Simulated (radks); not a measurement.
Values are calculated unless marked as measured or tabulated.
All-electron atom: W+ in [Xe] 4f14 5d4 6s1. Level of theory: scalar-relativistic Kohn-Sham, PBE, spin-polarised, spherical densities, finite nucleus; open shells are filled with parallel spins first (spin-orbit coupling, left out, can overturn this in heavy ions); Fermi nuclear charge, rms radius 5.3658 fm (a radial shooting solver on a logarithmic mesh with Libxc functionals). Some entries of the table are withheld. Estimate them.

| orbital | occ. | eigenvalue (hartree) | <r^2> (bohr^2) | <1/r> (bohr^-1) |
|---|---|---|---|---|
| 1s up | 1 | -2553.239 | 0.0004631 | 87.05 |
| 1s down | 1 | -2553.239 | 0.0004631 | 87.05 |
| 2s up | 1 | -440.9280 | 0.007121 | 20.35 |
| 2s down | 1 | -440.9215 | 0.007121 | 20.35 |
| 2p up | 3 | -385.7362 | 0.005892 | 18.45 |
| 2p down | 3 | -385.7310 | 0.005891 | 18.45 |
| 3s up | 1 | -101.7497 | 0.04622 | 7.538 |
| 3s down | 1 | -101.7479 | 0.04622 | 7.538 |
| 3p up | 3 | -85.39760 | 0.04698 | 6.961 |
| 3p down | 3 | -85.39554 | 0.04698 | 6.961 |
| 3d up | 5 | -66.56491 | 0.03897 | 6.577 |
| 3d down | 5 | -66.56074 | 0.03897 | 6.577 |
| 4s up | 1 | -21.19850 | 0.2282 | 3.203 |
| 4s down | 1 | -21.19285 | 0.2282 | 3.203 |
| 4p up | 3 | -15.83285 | 0.2599 | 2.911 |
| 4p down | 3 | -15.82755 | 0.2599 | 2.911 |
| 4d up | 5 | -9.02527 | 0.3031 | 2.589 |
| 4d down | 5 | -9.01886 | 0.3028 | 2.590 |
| 5s up | 1 | -3.19383 | 1.290 | 1.247 |
| 5s down | 1 | -3.13263 | 1.270 | 1.258 |
| 5p up | 3 | -1.88809 | 1.789 | 1.045 |
| 5p down | 3 | -1.80464 | 1.749 | 1.059 |
| 4f up | 7 | -1.48716 | 0.4695 | 2.080 |
| 4f down | 7 | -1.47278 | 0.4592 | 2.089 |
| 6s up | 1 | (1) | 9.480 | 0.4365 |
| 5d up | 4 | -0.46855 | 4.520 | 0.6667 |
| 5d down | 0 | -0.35363 | 4.538 | 0.6734 |

Answer. 
(1) 6s up eigenvalue (hartree): -0.47807
